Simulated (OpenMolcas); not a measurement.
Yb3+: effect of the metal basis and ligand basis

Yb3+ with 6 ligands (chloride) in octahedral coordination (Oh) at 2.63 Å. A charge of +0.5 e stands 2.8 Å behind each ligand.

```yaml
Program: OpenMolcas 26.06
Method: "SS-CASPT2, IPEA 0.25 Eh, imaginary shift 0.1 Eh (closed shells correlated: 5s 5p and the ligand valence shells)"
Spin-orbit_coupling: RASSI with atomic mean-field integrals over the reference wave functions
```

Fixed: active space 13 electrons in 7 orbitals (4f), DKH2 Hamiltonian.

States (labels of O, the rotations of Oh). Energies in cm-1 above the lowest state or level, χT in cm3 K/mol; under a threefold ground state the first gap can be a small split of the lowest multiplet, not the spin-orbit step.

```tsv
Run	Metal basis	Ligand basis	Ground state	First state of that spin	First gap with spin-orbit (degeneracies)	Width of lowest J	χT at 300 K	Cost
A	ANO-RCC-VDZP	ANO-RCC-VDZP	2T1	2T2 310	190 (2, 4)	434	2.436	roughly 30 core-seconds
B	ANO-RCC-VTZP	ANO-RCC-VTZP	2T1	2T2 350	220 (2, 4)	463	2.415	roughly 4 core-minutes
```

Against A, the width of the lowest J multiplet changes by +6.7 % in B.

Costs are those of the CASPT2 steps.

Roots that are degenerate in the reference are averaged as groups; the widest CASPT2 spread within a group is 28 cm-1 (the 3-fold group of multiplicity 2 near 307 cm-1 above the lowest state of its run, A). Shifts and gaps below about the spread of the groups concerned are not significant. Over all roots computed the reference weight is 0.65 in A, 0.61 in B; a low but even weight reflects the number of correlated electrons. Splittings of an f shell from a small cluster at a set distance can be off by tens of per cent, mostly too small. No measured value stands beside these numbers; the geometry is a model, was not optimised and need not be the one that this ion takes.
